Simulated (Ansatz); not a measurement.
Ansatz (a program for electronic structure) input (HF/def2-QZVPPD):
A basis named .json is the Basis Set Exchange file of that set.

Ansatz 0.2 input:
```yaml
crystal:
  periodic: [false, false, false]
  atoms:
    - {symbol: Y, position_ang: [0.84788866, 0.23586021, 0.20372059]}
    - {symbol: Br, position_ang: [-0.61816569, 1.49832956, -1.39365175]}
    - {symbol: Br, position_ang: [-0.32662452, -1.76114521, 1.16664881]}
basis:
  gaussian:
    orbitals: def2-QZVPPD.json
hamiltonian:
  xc: hf
total_charge: 1
```

Output:

```
Functional definition: HF
integrals: 0.30 GiB planned
1905 factors; their error is unknown
mean field: 1.74 GiB planned
mean field evaluation 1: about -141025.8162 eV, gradient 3.4e1 eV
mean field evaluation 2: about -141028.3365 eV, gradient 2.7e1 eV
mean field evaluation 4: about -141029.3934 eV, gradient 8.2e-1 eV
mean field evaluation 8: about -141029.4011 eV, gradient 1.1e-1 eV
mean field -141030.18252096 eV, -5182.7636139541 hartree, gradient 3.0e-5 eV, S^2 0.000000; 0 other end points of the search recorded, 0 dependent functions left out
reference -141030.18252096 eV, -5182.7636139541 hartree; 40, 40 occupied and 237, 237 virtual orbitals, 1905 factors
Total energy: -141030.18252096 eV, -5182.7636139541 hartree
```

The spin state was set by rule; other spins were not relaxed.
